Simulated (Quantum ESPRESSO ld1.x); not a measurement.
All-electron atom: Cd IV in [Kr] 4d(up 4.5, down 4.5) (fractional occupations, a model configuration).

Calculated with ld1.x of Quantum ESPRESSO 7.5: non-relativistic Kohn-Sham, LDA (Slater exchange, Perdew-Wang correlation), spin-polarised, spherical densities, point nucleus; relativity is left out, which matters for an element this heavy.

Energy parts (eV):
part                      energy
total                 -148574.25
kinetic                148487.34
electron-nucleus      -352254.69
Hartree                 59136.40
exchange-correlation    -3943.30

Orbitals (lengths in bohr, moments of r in powers of bohr; r(max) is where P^2 peaks; r(90%) holds 90 % of the orbital's charge):
orbital  occ.  eigenvalue (eV)  r(90%)  <1/r>   r(max)      <r^4>
1s          2         -25654.9  0.0564  47.43  0.02101  4.591e-06
2s          2         -3759.33   0.211  10.81   0.1166  0.0008373
2p          6         -3509.06   0.190  10.82  0.09129  0.0005506
3s          2         -726.412   0.546  3.860   0.3365    0.03800
3p          6         -624.581   0.545  3.782   0.3228    0.03742
3d         10         -435.419   0.528  3.636   0.2658    0.03294
4s          2         -132.974    1.31  1.517   0.8200      1.289
4p          6         -100.107    1.42  1.406   0.8537      1.766
4d          9         -46.6096    1.85  1.119   0.9621      5.024

The highest occupied level is 4d at -46.610 eV. Summed over all electrons, <r^2> = 26.02 bohr^2, which gives a Langevin (diamagnetic) susceptibility term of -20.6 x 10^-6 cm^3/mol. Virial ratio -V/T = 2.00059.
